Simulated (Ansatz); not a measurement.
One change: `C[C@H]1C[C@@H]1Cl` becomes `C[C@H]1C[C@@H]1Br`.

Ansatz, PBE0-D4/def2-TZVP geometries, multiplicity 1. 

Scalar relativity is left out up to krypton. Spin–orbit coupling is left out; it splits and shifts lone-pair levels of the heavy atoms by tenths of an eV.

```tsv
property	`C[C@H]1C[C@@H]1Cl`
HOMO energy (PBE/def2-TZVPP) / eV	-6.29
HOMO energy (PBE0/def2-TZVPP) / eV	-7.61
LUMO energy (PBE/def2-TZVPP) / eV	-0.17
HOMO–LUMO gap (B3LYP/def2-TZVPP) / eV	8.01
size of the dipole moment (B3LYP/def2-TZVPP) / D	2.00
size of the dipole moment (PBE/def2-TZVPP) / D	1.95
```

What does the change do to each property? (An estimate is asked.)

Ansatz gave: 
```tsv
property	`C[C@H]1C[C@@H]1Br`	shift
HOMO energy (PBE/def2-TZVPP) / eV	-6.16	0.13
HOMO energy (PBE0/def2-TZVPP) / eV	-7.41	0.20
LUMO energy (PBE/def2-TZVPP) / eV	-0.85	-0.68
HOMO–LUMO gap (B3LYP/def2-TZVPP) / eV	7.09	-0.92
size of the dipole moment (B3LYP/def2-TZVPP) / D	2.11	0.11
size of the dipole moment (PBE/def2-TZVPP) / D	2.07	0.12
```

With PBE0 the HOMO rises by 0.20 eV and the LUMO falls by 0.73 eV, so the gap narrows by about 0.93 eV. PBE moves the HOMO by 0.13 eV and ωB97M-V by 0.22 eV. Dipoles are sizes alone; their direction can turn.

Positive LUMOs are unbound, so they and the gaps depend on the basis.

B3LYP here is the variant with VWN-RPA as its local correlation; programs differ in this.
